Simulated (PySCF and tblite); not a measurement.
# C₅H₈FNO, numbered as in [CH3:1][O:2][C@H:3]([CH3:4])[C@H:5]([F:6])[C:7]#[N:8]: conformational analysis

Search: ETKDG and KDG, MMFF94s, GFN2-xTB, 90 starts; geometries at GFN2-xTB. Free energies are PBE0-D3(BJ)/pcSseg-1 single points with GFN2-xTB rigid-rotor and vibrational terms (modes under about 100 cm⁻¹ blended into free rotors). Symmetry numbers and mirror images are counted. Conformers within 2.5 kcal/mol (GFN2-xTB free energy) were kept, 6 at most. GIAO shieldings: PBE0/pcSseg-1. Shifts are against TMS (¹H), TMS (¹³C), CFCl3 (¹⁹F), NH3 (¹⁵N) at the same level. (PySCF 2.14, tblite 0.8.)

Torsions listed: C1–O2–C3–C4, O2–C3–C5–F6.

```
conformer         shape  symmetry  E(GFN2) kcal/mol  E(DFT) kcal/mol  G(298.15 K) kcal/mol  weight %  dipole D
        1   -69°, -168°        C1              0.26             0.00                  0.00      33.9      4.43
        2  -158°, -170°        C1              0.65             0.24                  0.04      31.9      4.27
        3   -162°, -78°        C1              0.27             0.38                  0.35      18.8      3.07
        4    -85°, -72°        C1              1.15             0.70                  0.50      14.5      3.89
        5    52°, -155°        C1              0.00             1.93                  2.32       0.7      2.34
        6     61°, -54°        C1              2.19             2.76                  2.72       0.3      3.85
```

Weights (%) against temperature:

| T (K) | 1 | 2 | 3 | 4 | 5 | 6 | S(mix) cal/mol/K |
| --- | --- | --- | --- | --- | --- | --- | --- |
| 250 | 36.4 | 32.4 | 17.9 | 12.8 | 0.4 | 0.2 | 2.65 |
| 298.15 | 33.9 | 31.9 | 18.8 | 14.5 | 0.7 | 0.3 | 2.74 |
| 350 | 31.8 | 31.2 | 19.5 | 15.8 | 1.1 | 0.6 | 2.82 |

Averaged shifts at 298.15 K. ¹H: 5.32 (H5, 1H), 3.66 (H3, 1H), 3.62 (H1, 3H), 1.46 (H4, 3H) ppm. ¹³C: 120.2 (C7), 84.5 (C5), 82.8 (C3), 59.7 (C1), 16.9 (C4) ppm. ¹⁹F: -223.2 (F6) ppm. ¹⁵N: 319.3 (N8) ppm.

Coordinates of conformer 1 (Å):

```xyz
16

C     1.994    0.746   -0.598
O     0.813    0.844    0.164
C     0.089   -0.360    0.288
C    -0.569   -0.832   -1.009
C    -0.972   -0.079    1.373
F    -1.550   -1.265    1.769
C    -1.994    0.835    0.891
N    -2.800    1.548    0.511
H     2.504    1.700   -0.481
H     1.782    0.578   -1.659
H     2.636   -0.061   -0.227
H     0.748   -1.158    0.675
H    -1.246   -1.654   -0.791
H    -1.132   -0.015   -1.458
H     0.180   -1.180   -1.716
H    -0.490    0.362    2.257
```

Coordinates of conformer 2 (Å):

```xyz
16

C    -2.089   -0.370   -0.599
O    -0.912    0.396   -0.690
C    -0.035    0.301    0.403
C     0.862    1.534    0.409
C     0.822   -0.995    0.332
F     1.494   -1.147    1.528
C     1.767   -0.959   -0.769
N     2.505   -0.934   -1.639
H    -2.624   -0.166    0.336
H    -1.893   -1.446   -0.671
H    -2.707   -0.067   -1.442
H    -0.601    0.244    1.349
H     0.259    2.422    0.574
H     1.604    1.451    1.198
H     1.362    1.626   -0.552
H     0.180   -1.881    0.221
```

Unscaled ¹⁹F and ¹⁵N shifts at such levels can be off by tens of ppm; differences between conformers or isomers are more reliable. Shifts are unscaled: against experiment ¹³C can be off by 15 ppm or more and ¹H by 0.8 ppm. For its torsions the set is small; conformers may be missing.

Search and properties took 2.2 min on 1 thread of Arm Neoverse V2 (shared host) (rough), launched as `OMP_NUM_THREADS=1 python ens_run.py task.json out`.


¹⁵N shifts are against a computed isolated NH3 molecule, about 20 ppm from the liquid.

Conformer gaps in pcSseg-1 on xTB geometries can be 2 kcal/mol off for S=O, P=O and other polar bonds.